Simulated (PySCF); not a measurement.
Species: C5H7NO.
SMILES with atom numbers: `[O:1]=[CH:2][C@@H:3]1[CH2:4][CH:5]=[N:6][CH2:7]1`

Geometry (GFN2-xTB, Å), atoms numbered from 1 in this order:
```
atom  x, y, z in Å
O1    -1.3467   -1.9960    0.6368
C2    -1.4423   -1.0729   -0.1217
C3    -0.3125   -0.2073   -0.6001
C4     1.0489   -0.6434   -0.0446
C5     1.4674    0.5583    0.7495
N6     0.6723    1.5324    0.7532
C7    -0.4901    1.2453   -0.0355
H8    -2.4273   -0.7629   -0.5250
H9    -0.3372   -0.1840   -1.6910
H10    1.7777   -0.8827   -0.8193
H11    0.9401   -1.5152    0.6057
H12    2.3951    0.5994    1.2970
H13   -0.5718    1.9918   -0.8284
H14   -1.3742    1.3366    0.6013
```

Definitions: NICS(0) = −σiso at the ring centroid; NICS(1) = −σiso and NICS(1)zz = −σzz at ±1 Å along the ring normal z. Level: GIAO PBE0/pcSseg-1 (PySCF, non-relativistic, gas phase) on the GFN2-xTB geometry, one conformer.

Ring bond lengths (Å), with Mayer bond orders in brackets: C3–C4 1.534 (1.00), C4–C5 1.500 (1.00), C5–N6 1.257 (1.94), N6–C7 1.434 (1.02), C7–C3 1.569 (0.94).

Question: What do the NICS probes read (ppm)?

Answer: 
```json
{"ring": "C3–C4–C5–N6–C7", "type": "5-membered ring with N; formal bonds 1 double, 4 single", "NICS(0)": "-2.5", "NICS(1), two faces": "-3.5 / -4.3", "NICS(1)zz, two faces": "-5.1 / -5.1", "rms pucker (Å)": "0.00", "centre to ring atoms, mean (Å)": "1.24"}
```

Question: What do they say, and how far can they be read as aromaticity?

Answer: 
- C3–C4–C5–N6–C7: mean NICS(1)zz -5.1 ppm, shielded. C3, C4, C7 have four or more neighbours, so the value isn't read as a sign of a π ring current.

The run took 37 s (grids of density and orbitals included) on one thread of an Arm Neoverse N1 (shared host), and the process peaked at 0.72 GiB of memory. This is the whole shielding run at PBE0/pcSseg-1, SCF included.
